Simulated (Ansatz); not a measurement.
A nudged elastic band was laid between two geometries of AlCl3 + H (5 atoms, charge 0, multiplicity 2).

Method: UKS LDA/def2-SVP (Ansatz 0.2.0).

```
movable images  : 7
climbing image  : yes
spring          : 5.0 eV/Å²
optimiser       : quadratic models (default)
start path      : through a guess of the saddle point
force threshold : 0.05 eV/Å
iteration limit : 60
end points      : relaxed
```

Initial state:

```xyz
5
Properties=species:S:1:pos:R:3
Al 0.000 0.000 -0.051
Cl 0.000 0.000 2.026
Cl 1.795 0.000 -1.085
Cl -1.795 0.000 -1.085
H 0.000 0.000 4.595
```

Final state:

```xyz
5
Properties=species:S:1:pos:R:3
Al 0.000 0.000 -0.129
Cl 0.000 0.000 2.814
Cl 1.811 0.000 -1.211
Cl -1.811 0.000 -1.211
H 0.000 0.000 4.138
```

Which bonds break or form, and what moves?

Bonds broken: Al1–Cl2. Bonds formed: Cl2–H5. AlCl3 + H becomes AlCl2 + ClH.

Give the energies along the band, and the barrier.

It converged. The highest image is number 5 of 0 to 8, 34.8 kJ/mol above the first end and 4.6 kJ/mol above the last; the last end lies 30.2 kJ/mol above the first. A vibrational analysis at the climbing image gives 2 clearly imaginary modes (173i, 155i cm⁻¹): a point of higher order. A lower path may pass nearby, or the ends, which weren't checked, may share the extra mode.

| image | path coordinate (Å) | energy (kJ/mol) | Al1–Cl2 (Å) | Cl2–H5 (Å) |
| --- | --- | --- | --- | --- |
| 0 | 0.00 | 0.0 | 2.08 | 2.57 |
| 1 | 0.18 | 0.9 | 2.08 | 2.38 |
| 2 | 0.35 | 3.9 | 2.08 | 2.18 |
| 3 | 0.53 | 11.4 | 2.11 | 1.95 |
| 4 | 0.71 | 26.3 | 2.21 | 1.71 |
| 5 | 0.88 | 34.8 | 2.39 | 1.48 |
| 6 | 1.07 | 32.7 | 2.60 | 1.37 |
| 7 | 1.25 | 30.8 | 2.78 | 1.34 |
| 8 | 1.44 | 30.2 | 2.94 | 1.32 |

What is the geometry of the highest image?


```xyz
5
Properties=species:S:1:pos:R:3
Al 0.000 0.000 0.054
Cl 0.000 0.000 2.445
Cl 1.811 0.000 -1.010
Cl -1.811 0.000 -1.010
H 0.000 0.000 3.920
```

The run took 43 s on 2 threads of Arm Neoverse V1 (shared host), peak memory 0.15 GiB.
